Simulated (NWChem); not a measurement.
System: CaO; SMILES [O]=[Ca]

```xyz
2

Ca     0.0000     0.0000    -0.5161
O      0.0000     0.0000     1.3070
```
Atoms are numbered in this order, from 1.

Coordinates come from a PBE-D3(BJ)/def2-SVP optimisation.

Task: List the 4 lowest vertical singlet excitations from PBE/def2-SVP, TDA (NWChem).

Result: 
| state | energy (eV) | oscillator strength | leading excitation (squared amplitude) |
|---|---|---|---|
| S1 | 1.47 | 0.003 | HOMO−2 → LUMO (1.00) |
| S2 | 1.47 | 0.003 | HOMO−1 → LUMO (1.00) |
| S3 | 1.69 | 0.045 | HOMO → LUMO (0.94) |
| S4 | 3.57 | 0.041 | HOMO → LUMO+1 (1.00) |
